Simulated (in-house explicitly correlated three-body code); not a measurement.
Computed with an exponentially correlated three-body code. Model: two electrons around a point charge, non-relativistic, variational in 260 exponentially correlated functions (energies converged to about 1e-7 hartree, or 1e-8 relative for large Z), ground state as one setting changes.

| nuclear charge | ground energy (hartree) | binding of second electron (eV) | mean radius (bohr) | mean distance of electrons (bohr) | mean cosine of angle |
| --- | --- | --- | --- | --- | --- |
| 0.92 | -0.42548528 | 0.062186 | 3.7381 | 6.3002 | -0.095935 |
| 0.925 | ? | ? | ? | ? | ? |
| 0.93 | -0.437451307 | 0.13609 | 3.485 | 5.8239 | -0.098918 |
| 0.935 | -0.443529749 | 0.17462 | 3.3895 | 5.6459 | -0.10001 |
| 0.94 | -0.449669043 | 0.21413 | 3.3064 | 5.492 | -0.10093 |
| 0.945 | -0.455867741 | 0.25457 | 3.2326 | 5.3561 | -0.1017 |
| 0.95 | -0.462124699 | 0.29592 | 3.1661 | 5.2341 | -0.10235 |
| 0.955 | -0.468438987 | 0.33814 | 3.1055 | 5.1234 | -0.1029 |
| 0.96 | -0.474809835 | 0.38123 | 3.0496 | 5.0218 | -0.10337 |
| 0.965 | -0.481236594 | 0.42515 | 2.9978 | 4.9279 | -0.10377 |
| 0.97 | -0.487718713 | 0.46991 | 2.9494 | 4.8406 | -0.10411 |
| 0.975 | -0.494255713 | 0.51547 | 2.904 | 4.7588 | -0.10439 |
| 0.98 | -0.50084718 | 0.56184 | 2.8612 | 4.6819 | -0.10462 |
| 0.985 | -0.507492748 | 0.609 | 2.8206 | 4.6093 | -0.1048 |
| 0.99 | ? | ? | ? | ? | ? |
| 0.995 | -0.520944938 | 0.70566 | 2.7453 | 4.4751 | -0.10507 |

Question: What follows for nuclear charge = 0.925?

Answer: ground energy -0.431435614 hartree; binding of second electron 0.09859 eV; mean radius 3.5981 bohr; mean distance of electrons 6.036 bohr; mean cosine of angle -0.097588.

Question: What follows for nuclear charge = 0.99?

Answer: ground energy -0.514192097 hartree; binding of second electron 0.65694 eV; mean radius 2.782 bohr; mean distance of electrons 4.5405 bohr; mean cosine of angle -0.10495.
